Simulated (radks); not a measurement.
Initial-state core-level shifts of the xenon ion Xe+ when its valence configuration changes from [Kr] 4d10 5s2 5p5. Method: Dirac Kohn-Sham, PBE, spin-unpolarised, spherical densities, finite nucleus; open shells fill j = l - 1/2 first; Fermi nuclear charge, rms radius 4.7859 fm; computed with a radial shooting solver on a logarithmic mesh with Libxc functionals. Shifts are changes of the shell-averaged eigenvalues in eV (positive: less bound); the change of the density at the nucleus, which sets a Mossbauer isomer shift, is in e/bohr^3, on a base of 2.716e+05.

| valence | 2p | 3p | 4s | 4p | density at nucleus |
|---|---|---|---|---|---|
| 4d9 5s2 5p6 | -10.657 | -10.073 | -8.204 | -7.842 | +31.63 |
| 4d10 5s1 5p6 | -1.485 | -1.508 | -1.472 | -1.458 | -88.56 |
| 4d9.5 5s2 5p5.5 | -5.295 | -5.014 | -4.106 | -3.927 | +15.68 |
| 4d10 5s1.5 5p5.5 | -0.748 | -0.759 | -0.741 | -0.734 | -43.87 |
